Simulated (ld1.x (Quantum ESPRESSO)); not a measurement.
**tellurium (Te) TM: all-electron and pseudo phase curves**

tellurium (Te), norm-conserving Troullier–Martins (Kleinman–Bylander form), made with ld1.x (Quantum ESPRESSO) 7.5 (LDA (PZ), scalar-relativistic). Core [Kr] 4d10, reference 5s1.5 5p4.5. Waves: 5s (bound): rc 1.85 bohr; 5p (bound): rc 1.60 bohr. Local part: all-electron potential smoothed inside 1.45 bohr (lloc = -1). Core correction: a·sin(br)/r model core, default radius (core density twice the valence density).

The phase is arctan(r·u′/u) with u = r·R(r), unwrapped; energies in Ry, scanned from -3 to 5 Ry. A pole is an energy at which the radial function vanishes at the test radius. The pseudo phase is shifted by a multiple of π to meet the all-electron one at the reference energy, and phase errors are pseudo minus all-electron; the curves can meet again beyond the range given. Levels narrower than the energy grid can be missing from the lists of poles.

| channel | radius (bohr) | reference energy (Ry) | poles, all-electron | poles, pseudo | unbroken range about the reference energy with phases within 0.05 rad | phase error 1 Ry above the reference energy (rad) |
| --- | --- | --- | --- | --- | --- | --- |
| s | 2.00 | -1.16 | 2.46 | 2.26 | below 4.6 | -0.003 |
| p | 2.00 | -0.47 | 4.41 | 0.11 | below -0.2 | -2.868 |

Note: ghost states, extra bound levels that the all-electron valence spectrum of the same l lacks: s at -99.1 eV, d at -12.8 eV. A true bound ghost makes a file unfit for plane-wave use.

Phases in the p channel:

| E (Ry) | all-electron | pseudo |
| --- | --- | --- |
| -3.00 | 1.200 | 1.181 |
| -2.52 | 1.149 | 1.128 |
| -2.04 | 1.076 | 1.054 |
| -1.56 | 0.964 | 0.942 |
| -1.08 | 0.778 | 0.760 |
| -0.60 | 0.439 | 0.437 |
| -0.12 | -0.120 | -0.199 |
| 0.36 | -0.683 | -3.443 |
| 0.84 | -1.025 | -3.978 |
| 1.32 | -1.215 | -4.228 |
| 1.80 | -1.329 | -4.372 |
| 2.28 | -1.404 | -4.465 |
| 2.76 | -1.458 | -4.529 |
| 3.24 | -1.499 | -4.576 |
| 3.72 | -1.532 | -4.613 |
| 4.20 | -1.560 | -4.643 |
| 4.68 | -1.584 | -4.668 |
